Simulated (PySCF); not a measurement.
**Checking a proposed structure**

A compound C6H5ClOSi gives the data below (simulated from a calculation) and was assigned the structure `C#C[SiH2]C1=CO/C1=C/Cl`.

13C{1H} NMR (computed): δ 174.7 (CH), 158.0 (C), 123.7 (CH), 93.4 (C), 90.1 (CH), 81.5 (C).

1H NMR (300 MHz, computed): δ 7.48 (s, 1H), 5.84 (s, 1H), 5.03 (s, 2H), 2.80 (s, 1H).

[PySCF: NMR shieldings at PBE0/pcSseg-1/GIAO; coordinates at the GFN2-xTB level; single conformer; non-relativistic; one averaged value for each set of equivalent atoms; no solvent]

References, each an isolated molecule treated in the same way: 1H (σ = 31.72 ppm), 13C (σ = 186.93 ppm) vs TMS.

(1) Compare with the shifts computed for the proposed structure, pairing carbons in order of shift.

(2) Which isomer fits?

## Answers

(1) Atom-mapped SMILES (the numbers label the heavy atoms): `[CH:1]#[C:2][SiH2:3][C:4]1=[CH:5][O:6]/[C:7]1=[CH:8]/[Cl:9]`; H(Xn) means a hydrogen on atom n.

```tsv
atom	computed for proposal	given list	difference
C5	177.4	174.7	+2.7
C7	167.7	158.0	+9.7
C4	113.3	123.7	-10.4
C8	112.3	93.4	+18.9
C1	104.6	90.1	+14.5
C2	85.6	81.5	+4.1
```

The rms difference is 11.5 ppm and the largest +18.9 ppm at C8 (β carbon of an enol-ether or enamine type C=C). The carbon types in order of shift don't match either: CH, C, C, CH, CH, C for the proposal against CH, C, CH, C, CH, C in the data. The proposal doesn't fit.

(2) SMILES C#CC1=CO/C(=C\Cl)[SiH2]1.

Carbon types of the structure: 3 × C, 3 × CH, leaving 2 H on heteroatoms. δC 174.7, 158.0: alkene carbon bearing oxygen; an sp2 carbon further deshielded by the attached heteroatom. δC 123.7, 93.4: β carbon of an enol-ether or enamine type C=C. δC 90.1: terminal alkyne carbon; the triple bond shields along its axis, which puts it between sp3 and sp2 carbons. δC 81.5: alkyne carbon; sp carbons lie upfield of alkene carbons because the cylindrical π system leaves one tensor component strongly shielded.

This is the structure that produced the data.

Carbons that carry Cl, above all several Cl atoms, come out too deshielded, partly because spin–orbit coupling is missing. Shifts are as computed. Against solution values, carbons near 30 ppm lie about +3 ppm off and those near 130 ppm about +5 ppm; carbons on Cl a further +6 ppm. Of 1309 compounds with measured shifts, 239 miss one by over three times the rms of a fit or turn the order of signals round; such compounds aren't used in these exercises. No couplings were computed; multiplicities are counted from neighbouring protons, with m where these are inequivalent, close in shift, in a saturated or five-membered ring or joined by F or P, and br s for small geminal =CH2 splittings.
